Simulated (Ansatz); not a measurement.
# Worked example: BBrCl2 + BF2 → BCl2 + BBrF2

Species: BBrCl2 (bromodichloroborane) `ClB(Cl)Br`, singlet; BF2 `F[B]F`, doublet; BCl2 `Cl[B]Cl`, doublet; BBrF2 `FB(F)Br`, singlet. A radical takes Br: the energy is the difference in strength between two B–Br bonds in different surroundings.

Shapes, held fixed at every level: PBE0-D4/def2-TZVP. Programs: Ansatz 0.2.0. The zero-point and thermal change to 298 K, harmonic and unscaled (PBE0-D4/def2-TZVP), is +0.8 kJ/mol.

At CCSD(T)/def2-TZVPP; 1 Eh = 2625.50 kJ/mol:

| species | energy (Eh) |
| --- | --- |
| BBrCl2 | -3517.064600 |
| BF2 | -224.306019 |
| BCl2 | -944.239495 |
| BBrF2 | -2797.137381 |

Q: Work out ΔH(298 K) of the reaction at this level.

A: 
1. Products less reactants: (-944.239495) + (-2797.137381) − [(-3517.064600) + (-224.306019)] = -0.006257 Eh = -16.4 kJ/mol.
2. With the thermal change: -16.4 + (+0.8) = -15.6 kJ/mol.

Other levels give -26.1 (B3LYP/6-31G* (spherical functions)) to -5.6 kJ/mol (MP2/def2-TZVPP). No measured value is set beside it here. Open shells run unrestricted. Relativity is left out for Br. Outer-core shells of Br are correlated in most correlated rows, in sets that cover them unevenly.
